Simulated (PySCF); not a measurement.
C3H11FOSi2.
SMILES: `F[C@H](OC)[SiH2][SiH2]C`

Method: PySCF 2.14.0, density-fitted response routines, TDDFT wB97X-D/def2-SVPD, vertical, gas phase, core orbitals frozen in the response. Isolated species at its GFN2-xTB geometry (one conformer only). Note that the optimisation stopped short of convergence; the values belong to its last geometry.

| state | E (eV) | E (hartree) | f | main configurations (H = HOMO, L = LUMO) |
| --- | --- | --- | --- | --- |
| S1 | 7.06 | 0.2595 | 0.067 | H→L (75%), H→L+1 (10%) |
| S2 | 7.35 | 0.2700 | 0.019 | H→L+1 (73%), H→L+2 (11%) |
| S3 | 7.60 | 0.2792 | 0.061 | H-2→L (38%), H-1→L (35%), H→L (8%) |
| S4 | 7.92 | 0.2911 | 0.019 | H-1→L (30%), H-3→L (22%), H-2→L (20%) |
| S5 | 8.04 | 0.2956 | 0.0049 | H-2→L+1 (31%), H-1→L+1 (24%), H-4→L (15%) |
| S6 | 8.12 | 0.2983 | 0.0019 | H-3→L (27%), H→L+2 (23%), H-2→L (10%) |
| S7 | 8.15 | 0.2996 | 0.042 | H-4→L (23%), H→L+2 (20%), H-3→L (17%) |
| S8 | 8.24 | 0.3029 | 0.136 | H-4→L (40%), H-3→L (16%), H-1→L+1 (10%) |

Triplets (Tamm–Dancoff): T1 6.17 eV, H→L (71%); T2 6.58 eV, H→L+1 (53%), H→L+2 (14%), H-2→L+1 (10%); T3 7.12 eV, H-2→L (43%), H-1→L (20%), H→L (9%).

The lowest singlet lies at 7.06 eV (176 nm, vacuum ultraviolet) and is of moderate strength; its leading configuration is HOMO→LUMO (75%). The strongest level in the table is S8 at 8.24 eV (150 nm, f = 0.136). It is the last of those listed, so stronger ones may follow. Löwdin shares by element: HOMO silicon 40%, carbon 21% or more, fluorine 10% (atoms not listed hold the other 30%); LUMO silicon 49%, carbon 9% or more, hydrogen 7% or more (atoms not listed hold the other 35%). Weighted by f, the mean energy of these states is 7.83 eV. Of the 8 states listed, 6 reach f = 0.01 and none stays under 0.0005. The oscillator strengths of these states sum to 0.351; summed over the whole spectrum of an exact calculation they would give the number of electrons, 74 (Thomas–Reiche–Kuhn). The window holds the lowest 8 singlets.

Hardware: one thread, Arm Neoverse N1 (aarch64), no GPU, shared host with 64 logical CPUs at a one-minute load of 51. Cost: 2.0 min of wall time (with the writing of density and orbital grids), 1.1 GiB resident at most.
